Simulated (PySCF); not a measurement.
**Bond length, frequency and bond energy of BTe⁻ by level of theory**

State: ¹Σ⁺ (singlet), closed shell. Set-up: PySCF, scalar-relativistic core potentials, basis sets B aug-cc-pVDZ, Te aug-cc-pVDZ-PP with ECP28. De refers to B + Te⁻ in their high-spin ground configurations, without counterpoise correction. A positive dipole points towards Te; it is taken about the centre of mass and depends on that origin.

| Level | Re (Å) | ωe (cm⁻¹) | De (eV) | μ (D) |
| --- | --- | --- | --- | --- |
| RHF | 2.088 | 676 | n/a | 4.24 |
| RHF-MP2 | 2.075 | 682 | n/a | n/a |
| RHF-SCS-MP2 | 2.080 | 674 | n/a | n/a |
| RHF-CCSD | 2.091 | 662 | n/a | n/a |
| RHF-CCSD(T) | 2.097 | 651 | n/a | n/a |
| PBE | 2.092 | 638 | 4.50 | 4.84 |
| r²SCAN | 2.084 | 655 | 4.27 | 4.88 |
| TPSSh | 2.086 | 653 | 4.15 | 4.78 |
| PBE0 | 2.076 | 668 | 4.23 | 4.81 |
| B97-3 | 2.079 | 664 | 4.14 | 4.79 |
| BHandHLYP | 2.072 | 678 | 3.72 | 4.62 |

Q: What does a quarter of exact exchange do here, going from PBE to PBE0?

A: PBE0 less PBE: -1.6 pm in Re, +4.7 % in ωe, -0.27 eV in De. Exact exchange removes part of the self-interaction that spreads semilocal densities, and in most molecules shortens and stiffens the bond and lowers De; so it does here.

Q: What does the step from GGA to meta-GGA do here, going from PBE to r²SCAN?

A: r²SCAN less PBE: -0.8 pm in Re, +2.7 % in ωe, -0.23 eV in De. 

Q: What does second-order correlation do here, going from RHF to RHF-MP2?

A: RHF-MP2 less RHF: -1.3 pm in Re, +0.9 % in ωe. Correlation nearly always deepens the well. The bond shortens, as in weak, metallic or heavy-atom bonds, where dispersion and the correlation of outer-core electrons pull the atoms together.

Correlated steps freeze 5 core orbitals. These are scalar-relativistic numbers at best; spin–orbit coupling would shift them, the dissociation energy most. For an ion De counts to the pair picked by the measured ionisation energies or electron affinities, which need not be the lowest pair at this level. The highest Kohn–Sham level is positive in this anion. Much of that is self-interaction error, but it also means that the finite basis helps to hold the extra electron. The CCSD T1 diagnostic is raised, a sign that a single reference may not be enough here.

The whole job (state search and all levels along the bond) took about 1.7 min on 1 thread of Arm Neoverse V2 (shared host), peak memory 0.65 GiB.
